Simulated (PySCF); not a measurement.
CClF₂, multiplicity 2. Atoms are numbered in the order given.

```xyz
4

F     -1.0614     0.0792     1.0862
C     -0.4243    -0.3267     0.0000
F     -1.0614     0.0792    -1.0862
Cl     1.2736     0.0315     0.0000
```
Charge 0, spin multiplicity 2.

Coordinates come from a B3LYP-D3(BJ)/def2-TZVP optimisation. The isomer is the one that the SMILES or the coordinates give; other isomers of the formula were not compared.

Calculation: ωB97X/def2-TZVPD (PySCF).

Computed frontier levels, dipole moment and polarisability:
```json
{
 "α spin, highest occupied and lowest empty level": "-9.86 and 1.68 eV",
 "β spin, highest occupied and lowest empty level": "-12.59 and -0.47 eV",
 "dipole_moment": "0.38 D",
 "quadrupole, principal values (traceless, Buckingham form, about the centre of nuclear charge)": "-1.38, -0.07, 1.45 D·Å",
 "mean_static_polarisability": "30.5 bohr³ (4.52 Å³)",
 "polarisability_principal_values": "25.1, 28.5, 37.9 bohr³",
 "⟨S²⟩": "0.754 (pure state 0.75)"
}
```
